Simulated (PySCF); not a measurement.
Precursor series metal swap MX4 NH2. All species are isolated molecules in the gas phase. One relaxed conformer stands for each flexible species; it need not be the lowest. In the def2 sets, heavy atoms carry core potentials. All members: neutral, multiplicity 1. Level: B3LYP-D3(BJ)/def2-TZVP // BP86-D3(BJ)/def2-SVP (PySCF), beside PBE-D3(BJ)/def2-TZVP // BP86-D3(BJ)/def2-SVP (PySCF) at the same geometries. B3LYP has the VWN-RPA correlation part, as in Gaussian.  Orbital energies are measured against the vacuum level.

```json
[
 {"species": "[Mo(=O)(NH2)4]", "LUMO, PBE (eV)": "-2.85", "LUMO, B3LYP-D3(BJ) (eV)": "withheld"},
 {"species": "[Mo(=O)2(NH2)2]", "LUMO, PBE (eV)": "-2.79", "LUMO, B3LYP-D3(BJ) (eV)": "-2.23"},
 {"species": "[W(=O)(NH2)4]", "LUMO, PBE (eV)": "-2.31", "LUMO, B3LYP-D3(BJ) (eV)": "-1.73"},
 {"species": "[V(=O)(NH2)3]", "LUMO, PBE (eV)": "-2.30", "LUMO, B3LYP-D3(BJ) (eV)": "-1.72"},
 {"species": "[Ti(NH2)4]", "LUMO, PBE (eV)": "-1.71", "LUMO, B3LYP-D3(BJ) (eV)": "-0.98"},
 {"species": "[Nb(=O)(NH2)3]", "LUMO, PBE (eV)": "-1.35", "LUMO, B3LYP-D3(BJ) (eV)": "-0.76"},
 {"species": "[Zr(NH2)4]", "LUMO, PBE (eV)": "-0.85", "LUMO, B3LYP-D3(BJ) (eV)": "-0.33"}
]
```

Q: Fit y = a + b·x, y being the LUMO at the first level, to the 6 complete rows by least squares, with x = the PBE value in eV. Give a, b and the rms residual, and predict the withheld value.

A: Means of the 6 rows: x̄ = -1.885, ȳ = -1.2917 eV. Σ(x − x̄)² = 2.5599 and Σ(x − x̄)(y − ȳ) = 2.5475, so b = 0.995 and a = ȳ − b·x̄ = 0.584 eV. The rms residual is 0.065 eV. At x = -2.85 the line gives -2.25 eV, outside the range of the fitted rows. The run for [Mo(=O)(NH2)4] gave -2.32 eV, so the line is off by 0.07 eV, within twice the rms residual.

Codes: PySCF.
